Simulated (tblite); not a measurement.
Species: C4H11ClS2Si.
SMILES with atom numbers: `[CH3:1][CH2:2][Si@@H:3]([Cl:4])[S:5][CH2:6][S:7][CH3:8]` (hydrogens: H9, H10, H11 on C1; H12, H13 on C2; H14 on Si3; H15, H16 on C6; H17, H18, H19 on C8)

Computed with GFN2-xTB (tblite), gas phase: L-BFGS steps from a force-field or distance-geometry start until the largest atomic force falls under 0.01 eV/Å.

Step 139: E = -734.7100 eV
```
atom  x, y, z in Å  |  force x, y, z in eV/Å
C1     -3.0091   -1.1785   -0.6210   -0.024  -0.016  -0.009
C2     -2.7785    0.1966   -0.0047    0.044   0.019  -0.023
Si3    -0.9723    0.7793   -0.1234   -0.009   0.063  -0.026
Cl4    -0.7353    2.4247    1.0353   -0.036  -0.029  -0.004
S5      0.3596   -0.7935    0.5477   -0.013   0.165   0.106
C6      1.6323    0.2061    1.4070    0.041   0.004  -0.039
S7      2.6514    1.2467    0.3228   -0.018  -0.154   0.097
C8      3.7581   -0.0432   -0.3194   -0.008   0.013   0.010
H9     -4.0487   -1.4765   -0.4849    0.083  -0.049  -0.036
H10    -2.3642   -1.9137   -0.1450   -0.045  -0.039  -0.026
H11    -2.7875   -1.1714   -1.6884   -0.021   0.016   0.114
H12    -3.4133    0.9212   -0.5180    0.042   0.028   0.045
H13    -3.1058    0.1825    1.0403    0.057  -0.014  -0.085
H14    -0.5374    1.1160   -1.4756   -0.030  -0.004   0.004
H15     2.2755   -0.5075    1.9160    0.008   0.023  -0.006
H16     1.1511    0.8656    2.1258   -0.004  -0.045  -0.079
H17     4.3627    0.4121   -1.0960   -0.026  -0.003  -0.019
H18     3.1538   -0.8484   -0.7265   -0.006   0.001  -0.028
H19     4.3978   -0.4091    0.4802   -0.035   0.022   0.004
```

Step 140: E = -734.7147 eV
```
atom  x, y, z in Å  |  force x, y, z in eV/Å
C1     -3.0056   -1.1818   -0.6292    0.003  -0.037   0.002
C2     -2.7789    0.1902   -0.0065    0.070   0.026  -0.062
Si3    -0.9760    0.7839   -0.1150   -0.006   0.076   0.044
Cl4    -0.7617    2.4242    1.0561   -0.036  -0.014   0.004
S5      0.3516   -0.7801    0.5774   -0.001   0.099   0.079
C6      1.6369    0.2229    1.4083    0.085  -0.025  -0.036
S7      2.6554    1.2433    0.3059   -0.039  -0.123   0.086
C8      3.7507   -0.0576   -0.3305   -0.032   0.009   0.032
H9     -4.0443   -1.4825   -0.5037    0.032  -0.038  -0.029
H10    -2.3673   -1.9195   -0.1496   -0.014  -0.046  -0.014
H11    -2.7738   -1.1737   -1.6930   -0.016   0.024   0.065
H12    -3.4159    0.9167   -0.5133    0.028   0.032   0.033
H13    -3.1022    0.1670    1.0376    0.027  -0.007  -0.029
H14    -0.5150    1.1373   -1.4509   -0.035  -0.007  -0.055
H15     2.2812   -0.4846    1.9257   -0.008   0.018  -0.023
H16     1.1657    0.8942    2.1196   -0.039   0.007  -0.030
H17     4.3732    0.3978   -1.0907   -0.004   0.004  -0.071
H18     3.1435   -0.8531   -0.7515   -0.010   0.004  -0.037
H19     4.3725   -0.4356    0.4756   -0.005  -0.002   0.039
```

Step 141: E = -734.7185 eV
```
atom  x, y, z in Å  |  force x, y, z in eV/Å
C1     -3.0003   -1.1891   -0.6421    0.011  -0.014   0.014
C2     -2.7792    0.1791   -0.0099    0.043   0.026  -0.028
Si3    -0.9830    0.7961   -0.0942    0.001   0.098   0.075
Cl4    -0.8138    2.4279    1.1001   -0.028  -0.030  -0.011
S5      0.3465   -0.7544    0.6147   -0.006   0.003   0.052
C6      1.6497    0.2509    1.4074    0.051   0.022   0.010
S7      2.6649    1.2406    0.2799    0.008  -0.093   0.035
C8      3.7434   -0.0809   -0.3445   -0.008   0.026   0.003
H9     -4.0393   -1.4908   -0.5320   -0.008  -0.027  -0.015
H10    -2.3714   -1.9308   -0.1602    0.037  -0.074   0.019
H11    -2.7565   -1.1755   -1.7005    0.005   0.024  -0.026
H12    -3.4183    0.9066   -0.5124    0.018   0.032   0.035
H13    -3.1063    0.1420    1.0332    0.024   0.017  -0.038
H14    -0.4903    1.1702   -1.4125   -0.055  -0.006  -0.066
H15     2.2929   -0.4490    1.9344    0.002  -0.013  -0.010
H16     1.1906    0.9411    2.1087   -0.041   0.013  -0.019
H17     4.3943    0.3641   -1.0895   -0.057  -0.019  -0.033
H18     3.1270   -0.8617   -0.7801   -0.002   0.013  -0.045
H19     4.3393   -0.4774    0.4719    0.004   0.000   0.048
```

Step 142: E = -734.7203 eV
```
atom  x, y, z in Å  |  force x, y, z in eV/Å
C1     -2.9972   -1.1915   -0.6476    0.048  -0.029   0.008
C2     -2.7735    0.1758   -0.0157    0.032   0.036  -0.013
Si3    -0.9780    0.7970   -0.0860   -0.027   0.054   0.077
Cl4    -0.8299    2.4295    1.1052   -0.016   0.006   0.011
S5      0.3438   -0.7478    0.6469    0.009  -0.026   0.034
C6      1.6573    0.2610    1.4191    0.029  -0.020   0.005
S7      2.6674    1.2381    0.2803   -0.019   0.002   0.027
C8      3.7304   -0.0855   -0.3565   -0.015  -0.026   0.012
H9     -4.0381   -1.4870   -0.5436   -0.023  -0.034  -0.011
H10    -2.3750   -1.9382   -0.1625    0.023  -0.044   0.013
H11    -2.7474   -1.1795   -1.7042    0.008   0.021  -0.039
H12    -3.4128    0.9047   -0.5176    0.037   0.018   0.042
H13    -3.1017    0.1362    1.0268    0.011   0.026  -0.026
H14    -0.4722    1.1648   -1.3990   -0.043   0.004  -0.096
H15     2.3024   -0.4341    1.9496   -0.001  -0.030  -0.005
H16     1.1998    0.9551    2.1155   -0.039   0.058   0.013
H17     4.3927    0.3627   -1.0880   -0.043  -0.007  -0.070
H18     3.1061   -0.8514   -0.8078    0.018   0.012  -0.042
H19     4.3160   -0.5008    0.4573    0.011  -0.021   0.061
```

Task: Estimate the geometry and energy of step 143. (The exact step hangs on the optimiser's Hessian estimate; all steps are aligned on step 142, rigid shifts and turns removed.)

Result: E = -734.7219 eV, largest force 0.071 eV/Å
```
atom  x, y, z in Å  |  force x, y, z in eV/Å
C1     -2.9908   -1.1960   -0.6553    0.031  -0.017  -0.010
C2     -2.7705    0.1707   -0.0192    0.015   0.014   0.006
Si3    -0.9784    0.8033   -0.0684   -0.025   0.056   0.028
Cl4    -0.8617    2.4313    1.1336   -0.005  -0.001   0.001
S5      0.3387   -0.7370    0.6794    0.030  -0.032   0.024
C6      1.6652    0.2775    1.4234   -0.010   0.003   0.009
S7      2.6682    1.2357    0.2622   -0.015  -0.020   0.028
C8      3.7228   -0.0992   -0.3679   -0.009  -0.010   0.007
H9     -4.0350   -1.4878   -0.5638    0.012  -0.028  -0.002
H10    -2.3758   -1.9475   -0.1678    0.015  -0.020   0.017
H11    -2.7319   -1.1810   -1.7094    0.016   0.017  -0.051
H12    -3.4090    0.9007   -0.5201    0.037   0.013   0.027
H13    -3.1061    0.1255    1.0204    0.010   0.031  -0.007
H14    -0.4590    1.1790   -1.3769   -0.058  -0.008  -0.041
H15     2.3121   -0.4119    1.9587    0.002  -0.032  -0.002
H16     1.2125    0.9824    2.1135   -0.011   0.049  -0.003
H17     4.3983    0.3435   -1.0917   -0.051  -0.008  -0.048
H18     3.0968   -0.8569   -0.8304    0.008   0.009  -0.031
H19     4.2937   -0.5233    0.4520    0.009  -0.016   0.047
```

The energy changes by -0.0017 eV. The first-order estimate −F·Δx gives -0.0025 eV and the mean of the old and new forces, exact on a quadratic surface, -0.0017 eV. The step makes an angle of 84° with the force vector and moves no atom by more than 0.043 Å.

What follows is the cost of the whole relaxation. Hardware: an Arm Neoverse V1 with one thread, shared host with 32 logical CPUs at a one-minute load of 23. Cost: 2.3 s wall.
